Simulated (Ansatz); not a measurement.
Calculated with Ansatz (gas phase, PBE0-D4/def2-TZVP geometries, no zero-point term in ΔE). CBS: MP2 limit from def2 TZ/QZ plus the TZ coupled-cluster correction, frozen cores. This one scheme is used for every species, atoms too. Open shells (•) are unrestricted, without spin–orbit coupling. Spin–orbit coupling would lower the free atoms: a little for B, O, Si; clearly for Br. For Br outer-core shells are correlated without core-valence functions, so the limit isn't a true one: a few kJ/mol of doubt a bond, and 10 to 20 or more in all where bonds break to atoms. Scalar relativity is left out up to krypton. Each species was taken in one conformer, which may not be the lowest.

Reaction (atomization): `NB(Br)O[SiH3]` → B• + Br• + 5 H• + N• + O• + Si•

```
        level  ΔE (eV)
HF/def2-QZVPP    28.05
 HF/CBS(def2)    28.06
```

Question: What does CCSD(T)/CBS give? (An estimate is asked.)

Answer: The calculation gave: +38.14 eV. The listed levels differ from it by -10.09, -10.08 eV.

Largest T1 diagnostic among the species: 0.014.

At CCSD(T), def2-SVP lies −2.50 eV from the extrapolated value and def2-TZVPP −1.14 eV: correlation converges slowly with the basis, and small sets miss more of it in the bonded molecule than in its fragments. From PBE to PBE0 (25 % exact exchange), in def2-TZVPP and without D4, ΔE moves by −0.58 eV: exact exchange takes away binding that semilocal exchange gives to molecules. In def2-TZVPP, CCSD(T) changes the Hartree–Fock value by +9.02 eV (the triples alone add +0.54 eV) and MP2 by +9.81 eV; breaking electron pairs costs correlation energy, which Hartree–Fock lacks.

For atomizations the MP2-based limit and the directly extrapolated one differ by several kJ/mol either way, and by 10 to 25 for some Ge, Se and Sn compounds, so smaller differences from it don't rank the levels.
